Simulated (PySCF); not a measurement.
Si(H)(Me)(Et)(NMe2), C5H15NSi, SMILES CC[SiH](C)N(C)C, GFN2-xTB optimised geometry.

```
22

Si     0.00     0.08     0.00
C      1.89     0.08     0.00
C     -0.69    -0.75    -1.57
C     -0.07    -0.19    -2.84
N     -0.53    -0.85     1.36
C      0.07    -0.67     2.66
C     -1.89    -1.33     1.47
H     -0.46     1.49     0.00
H      2.27     0.49    -0.93
H      2.30    -0.92     0.11
H      2.30     0.69     0.80
H     -0.52    -1.83    -1.54
H     -1.77    -0.61    -1.62
H      1.00    -0.38    -2.87
H     -0.22     0.88    -2.90
H     -0.51    -0.65    -3.73
H      1.11    -0.36     2.54
H     -0.46     0.09     3.25
H      0.04    -1.61     3.21
H     -2.30    -1.49     0.48
H     -2.53    -0.61     2.00
H     -1.90    -2.27     2.02
```

Density from B3LYP/def2-SVP (PySCF 2.14.0) at that geometry.

Minimum of the electron density along straight lines between bonded atoms, close to the bond critical point (lines longer than 1.1 times the sum of covalent radii, or with two minima, are not listed):

```csv
bond,length / Å,ρ at the minimum / e bohr⁻³,∇²ρ there / e bohr⁻⁵,position (fraction from the first atom)
Si1–C2,1.899,0.111,0.33,0.38
Si1–C3,1.904,0.113,0.31,0.38
C3–C4,1.523,___,-0.54,0.50
Si1–N5,1.726,___,___,0.40
N5–C6,1.442,0.275,-0.78,0.60
N5–C7,1.443,0.274,-0.78,0.60
Si1–H8,1.485,0.113,0.31,0.48
C2–H9,1.085,0.273,-0.97,0.62
C2–H10,1.086,0.272,-0.97,0.62
C2–H11,1.085,0.272,-0.97,0.62
C3–H12,1.091,0.272,-0.96,0.62
C3–H13,1.091,0.272,-0.95,0.62
C4–H14,1.087,0.278,-1.02,0.62
C4–H15,1.087,0.278,-1.02,0.62
C4–H16,1.089,0.276,-1.01,0.62
C6–H17,1.085,0.283,-1.08,0.63
C6–H18,1.097,0.276,-1.00,0.62
C6–H19,1.094,0.278,-1.03,0.63
C7–H20,1.085,0.283,-1.07,0.63
C7–H21,1.097,0.276,-1.00,0.62
C7–H22,1.094,0.278,-1.03,0.63
```

Q: Fill in the missing entries.

A: 
- C3–C4, ρ at the minimum / e bohr⁻³: 0.242
- Si1–N5, ρ at the minimum / e bohr⁻³: 0.123
- Si1–N5, ∇²ρ there / e bohr⁻⁵: 0.74
